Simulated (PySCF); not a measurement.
This script is equivalent to a calculation on Sb (antimony, neutral).

```python
from pyscf import gto, scf, dft, mp, cc
import basis_set_exchange as bse
mol = gto.M(atom="Sb 0 0 0", charge=0, spin=3, symmetry="D2h",
            basis=gto.basis.parse(bse.get_basis("x2c-TZVPall", elements=["Sb"], fmt="nwchem", header=False)),
            nucmod="G")
mf = dft.UKS(mol, xc="R2SCAN").sfx2c1e()
mf.irrep_nelec = {'Ag': (9, 9), 'B1g': (2, 2), 'B2g': (2, 2), 'B3g': (2, 2), 'B1u': (4, 3), 'B2u': (4, 3), 'B3u': (4, 3)}
mf.kernel()
```

Question: What total energy does it give?

Answer: -6480.73 hartree (calculated).

Question: Which occupied shell lies highest, and where?

Answer: 5p α, at -5.756 eV.

Question: What is ⟨S²⟩, and what would a pure spin state give?

Answer: 3.752, against 3.75.
